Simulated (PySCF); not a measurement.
A side-by-side comparison of computed properties.

First species: C₃H₈F₃NSi₂.
SMILES: `FC(F)[C@@]1(F)[SiH2][C@H]1N[SiH3]`

Second species: C₅H₁₄O₂SSi.
Numbering: `[CH3:1][CH2:2][C@@:3]([CH2:4][OH:5])([CH2:6][SH:7])[O:8][SiH3:9]` (hydrogens: H10, H11, H12 on C1; H13, H14 on C2; H15, H16 on C4; H17 on O5; H18, H19 on C6; H20 on S7; H21, H22, H23 on Si9)

Levels: PBE0/pcSseg-1 for HOMO energy, LUMO energy and HOMO–LUMO gap. Geometries: GFN2-xTB. Each species is one conformer at its optimised geometry, gas phase, non-relativistic unless stated; the electronic structure was computed with PySCF and density fitting.

The conformers computed, where there is a choice (atom-mapped SMILES and torsion angles):
- `[F:1][CH:2]([F:3])[C@@:4]1([F:5])[SiH2:6][C@H:7]1[NH:8][SiH3:9]`: F1–C2–C4–F5 -157°, Si6–C7–N8–Si9 -129°

The conformers of `CC[C@@](CO)(CS)O[SiH3]` aren't listed.

Values for the first species:

| Quantity | Value |
| --- | --- |
| HOMO energy | -6.22 eV |
| LUMO energy | -0.38 eV |
| HOMO–LUMO gap | 5.84 eV |

Problem. Estimate the same properties for the second species, and the change in each.

Solution. 
```json
{"property": "HOMO energy", "first": "-6.22 eV", "second": "-6.92 eV", "second less first": "-0.70 eV"}
{"property": "LUMO energy", "first": "-0.38 eV", "second": "-0.02 eV", "second less first": "+0.36 eV"}
{"property": "HOMO–LUMO gap", "first": "5.84 eV", "second": "6.90 eV", "second less first": "+1.06 eV"}
```

On the first:  GFN2-xTB frequencies show an imaginary mode (37i cm⁻¹), so this geometry is no minimum at that level.

